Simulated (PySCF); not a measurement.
BeClHSe.

```xyz
4

Be    -0.0008     0.7243     0.0000
Cl     0.0000     2.5359     0.0000
Se    -0.0423    -1.3146     0.0000
H      1.4418    -1.3118     0.0000
```

Coordinates come from a PBE-D3(BJ)/def2-TZVP optimisation. The values are those of a single conformer.

Level of theory: B3LYP/pcSseg-2 in PySCF. Non-relativistic, no solvent.

Computed absolute GIAO shielding of each atom: isotropic value and principal components (ppm):
| atom | σ(iso) | σ11 | σ22 | σ33 | span |
|---|---|---|---|---|---|
| Be1 | 83.5 | 42.2 | 46.8 | 161.5 | 119.4 |
| Cl2 | 903.8 | 757.2 | 822.2 | 1132.0 | 374.8 |
| Se3 | 2245.1 | 2088.2 | 2196.6 | 2450.7 | 362.5 |
| H4 | 31.4 | 22.6 | 26.1 | 45.3 | 22.7 |
